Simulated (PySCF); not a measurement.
**Fractional electron number in Nb⁻ (niobium, charge -1)**

The 5s beta orbital of [Kr] 4d4 5s2 is emptied in steps (occupation f), with all orbitals relaxed, ending at [Kr] 4d4 5s1. Calculation: PySCF 2.14, in def2-TZVPPD with the def2 core potential (28 electrons) (6s4p3d2f1g, 56 functions); scalar relativity through the core potential. The exact energy is a straight line in f; departures are measured from the line between the end points of the same method.

```json
{"f": "1", "TPSS (eV)": "0.000"}
{"f": "0.8", "TPSS (eV)": "-0.319"}
{"f": "0.6", "TPSS (eV)": "-0.492"}
{"f": "0.4", "TPSS (eV)": "-0.516"}
{"f": "0.2", "TPSS (eV)": "-0.371"}
{"f": "0", "TPSS (eV)": "0.000"}
```

```tsv
method	E(f=0) − E(f=1) (eV)	−ε at f=1 (eV)	−ε at f=0.4 (eV)
TPSS	0.372	-1.586	0.643
```

Orbital energy along the path (eV):

```tsv
f	TPSS
1	1.586
0.8	0.858
0.6	0.126
0.4	-0.643
0.2	-1.606
0	-2.063
```

At f = 1 the orbital energy is positive for TPSS: only the finite basis holds the electron.

Reference removal energy between the ground levels: 0.917 eV (measured; photodetachment measurements, as compiled on the Wikipedia data page of electron affinities). The calculation has no spin-orbit coupling.
